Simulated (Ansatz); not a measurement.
Tuning the range parameter of LC-ωPBE so that −HOMO meets the ionisation energy; basis def2-SVP, Ansatz. System: CuSe5 (the lowest doublet isomer of a short search). Charge 0, multiplicity 2. Geometry: PBE-D4/def2-SVP. The ionised state is a singlet, and HOMO is the level of the spin that leaves.

Geometry of the doublet:

Cartesian coordinates in Å:
```
Cu 0.3929 0.0209 -1.4943
Se -0.3645 -1.8662 1.0879
Se 1.0066 2.1236 -0.9130
Se -1.5069 0.2033 1.1987
Se 0.1782 -2.2157 -1.1981
Se 0.2937 1.7342 1.3188
```

The structure comes from a short search, and lower isomers may exist.

| ω (1/bohr) | HOMO (eV) | LUMO (eV) | vertical IE (eV) | HOMO + IE (eV) |
| --- | --- | --- | --- | --- |
| 0.1 | -6.61 | -3.54 | 7.67 | 1.07 |
| 0.15 | -7.21 | -3.27 | 7.86 | 0.65 |
| 0.2 | -7.71 | -3.15 | 8.08 | 0.37 |
| 0.3 | -8.46 | -3.15 | 8.53 | 0.06 |

(1) Where does the tuning condition hold?

## Answers

(1) Not within the range that was run.
